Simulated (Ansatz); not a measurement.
Abridged output of a molecular run in Ansatz:

```
Functional definition: HF
1700 factors; integrals over basis functions are off by at most 9.9e-4 eV
mean field evaluation 1: about -25624.2315 eV, gradient 4.7e1 eV
mean field evaluation 2: about -25624.6362 eV, gradient 4.8e1 eV
mean field evaluation 4: about -25629.3968 eV, gradient 1.4e1 eV
mean field evaluation 8: about -25629.8677 eV, gradient 1.3e0 eV
mean field evaluation 16: about -25629.8778 eV, gradient 2.2e-6 eV
mean field -25629.87776319 eV, -941.8806352423 hartree, gradient 2.3e-6 eV, S^2 0.000000; 3 other end points of the search recorded, 0 dependent functions left out; unrestricted orbitals would lower it
12 core orbitals not correlated: weight in the atoms' cores, before any rotation towards them, 1.000 or more for the frozen orbitals, at most 0.000 for the correlated occupied ones
reference -25629.87776319 eV, -941.8806352423 hartree; 20, 20 occupied and 254, 254 virtual orbitals, 1700 factors
second order -36.51266889 eV of doubles, -0.00000000 eV of singles
cycle   1  -32.72311499 eV  change     3.8e0 eV  update   3.7e-1
cycle   2  -34.87082643 eV  change    -2.1e0 eV  update   3.0e-1
cycle   3  -35.35865744 eV  change   -4.9e-1 eV  update   5.8e-2
cycle   4  -35.39346060 eV  change   -3.5e-2 eV  update   3.3e-2
cycle   5  -35.38028255 eV  change    1.3e-2 eV  update   1.0e-2
cycle   6  -35.37912997 eV  change    1.2e-3 eV  update   5.3e-3
cycle   7  -35.37746598 eV  change    1.7e-3 eV  update   2.5e-3
cycle   8  -35.37598650 eV  change    1.5e-3 eV  update   9.6e-4
cycle   9  -35.37705345 eV  change   -1.1e-3 eV  update   5.0e-4
cycle  10  -35.37782716 eV  change   -7.7e-4 eV  update   2.2e-4
cycle  11  -35.37753416 eV  change    2.9e-4 eV  update   1.5e-4
cycle  12  -35.37726902 eV  change    2.7e-4 eV  update   7.3e-5
cycle  13  -35.37747517 eV  change   -2.1e-4 eV  update   2.9e-5
cycle  14  -35.37740311 eV  change    7.2e-5 eV  update   1.1e-5
cycle  15  -35.37741203 eV  change   -8.9e-6 eV  update   5.4e-6
perturbative correction -2.40976712 eV, -0.0885573082 hartree
Total energy: -25667.66494235 eV, -943.2692884631 hartree
```

Its atoms:

```xyz
11

C    -1.545   -0.164    0.888
Mo    0.427   -0.501    0.316
C     1.068    0.723   -1.240
S     1.652   -0.132    1.973
S     0.584   -2.489   -0.319
H    -1.622    0.881    1.210
H    -2.176   -0.340    0.009
H    -1.875   -0.813    1.700
H     2.104    0.540   -1.533
H     0.969    1.761   -0.905
H     0.414    0.534   -2.099
```

Task: Which basis set was used?
A. cc-pV(Q+d)Z
B. def2-TZVPPD
C. def2-SVPD
D. def2-TZVPP

Result: D. It gives 286 functions.

Task: Write the keys of the input that set method, charge and spin (a neutral closed shell needs none for the last two).

Result: 
```yaml
correlation: {method: ccsd_t}
```
